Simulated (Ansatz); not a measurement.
Born–Oppenheimer molecular dynamics of GaH5N2 (8 atoms, charge 0, multiplicity 1). It starts from a relaxed structure.

These are results of RKS PBE/def2-SVP in Ansatz, not measurements.

- ensemble: NVT, Langevin thermostat
- time step: 0.5 fs
- steps asked: 250
- set temperature: 400 K
- friction: 0.05 /fs
- seed: 241894

First frame:

```xyz
8
Properties=species:S:1:pos:R:3
Ga -0.002 0.039 0.003
H -0.010 0.137 1.564
N 1.564 0.017 -0.947
H 1.603 0.117 -1.963
H 2.453 0.280 -0.520
N -1.558 -0.063 -0.955
H -2.457 -0.253 -0.509
H -1.593 -0.273 -1.954
```

**Question.** How far do the bonds stretch over the last three quarters of this one trajectory? (Pairs bonded in most of those frames.)

**Answer.** 
```json
{"bond": "Ga1–H2", "mean (Å)": "1.570", "spread (Å)": "0.070", "shortest": "1.45", "longest": "1.76"}
{"bond": "Ga1–N3", "mean (Å)": "1.839", "spread (Å)": "0.033", "shortest": "1.78", "longest": "1.91"}
{"bond": "Ga1–N6", "mean (Å)": "1.837", "spread (Å)": "0.040", "shortest": "1.78", "longest": "1.91"}
{"bond": "N3–H4", "mean (Å)": "1.026", "spread (Å)": "0.021", "shortest": "0.97", "longest": "1.09"}
{"bond": "N3–H5", "mean (Å)": "1.027", "spread (Å)": "0.025", "shortest": "0.97", "longest": "1.08"}
{"bond": "N6–H7", "mean (Å)": "1.025", "spread (Å)": "0.039", "shortest": "0.93", "longest": "1.12"}
{"bond": "N6–H8", "mean (Å)": "1.030", "spread (Å)": "0.039", "shortest": "0.93", "longest": "1.13"}
```

Mean temperature of the second half: 445 K. The mean temperature of the second half is 11 % above the set value. A run of 0.12 ps of so small a system gives no equilibrium averages.

Time of the run: 2.6 min on 2 threads of Intel(R) Xeon(R) 6975P-C (Granite Rapids), with other jobs on the host, peak memory 0.14 GiB.
